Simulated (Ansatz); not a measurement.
Calculated with Ansatz (gas phase, PBE0-D4/def2-TZVP geometries, no zero-point term in ΔE). CCSD(T)/CBS is the MP2 limit (def2-TZVPP, def2-QZVPP) plus CCSD(T) − MP2 in def2-TZVPP, frozen cores. This one scheme is used for every species. Functionals use def2-TZVPP. B3LYP here is the variant with VWN-RPA as its local correlation; programs differ in this. One conformer a species, not always the lowest.

Reaction (formal hydrolysis of the Si–Cl bond): `CO[Si]Cl` + H₂O → `CO[Si]O` + HCl

`CO[Si]Cl`:

```xyz
7

C    -0.107   -0.819   -0.224
O     0.272    0.396   -0.837
Si    0.467    1.943   -0.384
Cl   -0.022    1.901    1.674
H    -0.312   -0.678    0.839
H    -1.000   -1.201   -0.721
H     0.702   -1.542   -0.347
```

H₂O:

Z-matrix (Å, degrees):
```
O
H 1 0.960
H 1 0.960 2 105.1
```

`CO[Si]O`:

Cartesian coordinates in Å:
```
C -1.142 0.635 0.081
O 0.044 -0.117 0.220
Si 1.179 -0.283 -0.976
O 2.261 -1.242 -0.194
H -2.006 -0.016 0.235
H -1.224 1.095 -0.911
H -1.162 1.426 0.834
H 2.051 -1.497 0.711
```

HCl:

Z-matrix (Å, degrees):
```
Cl
H 1 1.279
```

Q: Is it downhill or uphill in electronic energy at CCSD(T)/CBS, and by how much? (An estimate is asked.)

A: Computed: Nearly level: ΔE = +0.02 eV.

Q: What do these levels give: B97M-V, PBE-QIDH, B3LYP, MP2/def2-TZVPP, SCS-MP2/def2-TZVPP, CCSD/CBS(def2)? (An estimate is asked.)

A: Ansatz gave: B97M-V -0.01, PBE-QIDH 0.01, B3LYP -0.01, MP2/def2-TZVPP -0.01, SCS-MP2/def2-TZVPP -0.05, CCSD/CBS(def2) 0.00 eV.

Largest T1 diagnostic among the species: 0.014.

The D4 term adds +0.04 eV with B3LYP and +0.02 eV with PBE0; it sums over pairs of atoms, weighted by their polarisabilities, and B3LYP, whose exchange is more repulsive, gets the larger term. At CCSD(T), def2-SVP lies −0.08 eV from the extrapolated value and def2-TZVPP −0.07 eV. From BLYP to BHLYP (50 % exact exchange), in def2-TZVPP and without D4, ΔE moves by −0.04 eV.
